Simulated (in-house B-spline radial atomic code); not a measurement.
A calculation on the scandium ion Sc⁺: its settings, and results tabulated from the run. Computed with a radial B-spline atomic code at the basis-set limit: Dirac-Hartree-Fock, average of configuration, Fermi nucleus of rms radius 3.5459 fm, inside a hard spherical wall at 3.39 bohr.

Command:
```bash
python run_scf.py task.json out
```
Settings (nuclear radius in fm, mass in u):
```
Z                21
configuration    [Ar] 3d1 4s1
hamiltonian      dirac
method           hf
spin_polarised   False
nucleus          fermi
rms_radius       3.5459
atomic_mass      44.95591
speed_of_light   137.035999084
wall_radius      3.39
```

Output (hartree, bohr):
```
 radial grid: 62 intervals, B-splines of order 8, outer radius 3.39 bohr

 iter        energy (Eh)    residual
    1       -760.3137716    3.24e-01
    2       -762.2359437    1.13e-01
    3       -762.4941962    3.66e-02
    4       -762.5217004    1.23e-02
    5       -762.5247215    3.57e-03
    6       -762.5251160    1.18e-04
    7       -762.5251170    7.43e-06
    8       -762.5251170    7.79e-07
    9       -762.5251170    7.55e-08

 total energy                     -762.525117
 kinetic                            772.97166
 electron-nucleus                 -1816.68733
 electron-electron                  281.19055

 first-order corrections (not in the total)
   Gaunt                            0.24631
   retardation                     -0.02025
   frequency dependence            -0.00037
   self-energy                      0.16146
   Uehling                         -0.01216
   Wichmann-Kroll                   0.00005

 orbital      occ     eigenvalue          <r>       <r^2>       <1/r>     <1/r^3>     <1/r^2>       r_max    small
 1s1/2      2.000     -166.85252    0.0729743  0.00716246     20.7773           -     879.918     0.04782  5.65e-03
 2s1/2      2.000      -19.24545     0.340547    0.137139     4.34056           -     79.0034      0.2824  9.80e-04
 2p1/2      2.000      -15.77761       0.3046    0.114435     4.24162           -     25.1655      0.2311  9.46e-04
 2p3/2      4.000      -15.60293     0.307114    0.116194       4.194     219.666     24.2812      0.2332  9.38e-04
 3s1/2      2.000       -2.62766      1.08063     1.34309     1.28355           -     10.1241      0.9275  1.84e-04
 3p1/2      2.000       -1.62331       1.1694     1.59266     1.15373           -     2.97165      0.9739  1.54e-04
 3p3/2      4.000       -1.60353      1.17637     1.61096     1.14473     22.1828      2.8764        0.98  1.53e-04
 3d3/2      0.400       -0.38721      1.38375     2.25119    0.893422     1.73365     1.04814       1.102  9.91e-05
 3d5/2      0.600       -0.38615      1.38536     2.25577    0.892037     1.72004     1.04419       1.104  9.89e-05
 4s1/2      1.000        0.13097      2.06287     4.68204    0.667881           -     3.57282       2.247  9.48e-05
```

Time taken, with all properties: 0.79 s on 1 thread of Arm Neoverse N1 (shared host).

For the Dirac Hamiltonian the kinetic term is c α·p + (β - 1)c².
